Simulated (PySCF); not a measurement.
## A grid of diatomics: group 1 with group 12

r²SCAN in PySCF with def2-SVP on every atom (core potentials on Rb, Cd, Cs, Hg), for the lowest determinant that a PBE0 search found; no spin–orbit coupling. The table gives the bond length Re in Å; every molecule is a doublet.

|  | Zn | Cd | Hg |
| --- | --- | --- | --- |
| Li | – | 3.026 | 3.109 |
| Na | – | 3.371 | 3.452 |
| K | 3.692 | 3.900 | ? |
| Rb | 4.003 | 4.077 | 4.117 |
| Cs | 4.142 | 4.300 | 4.336 |

Question: Estimate the missing entry, KHg, from three neighbours as KCd + NaHg − NaCd, and compare with the calculation.

Answer: 3.9 + 3.452 − 3.371 = 3.981 Å. r²SCAN/def2-SVP gives 3.955 Å, so the estimate is off by +0.7 %.

Spin–orbit coupling is left out. States were picked by a PBE0 search and need not be the measured ground states.
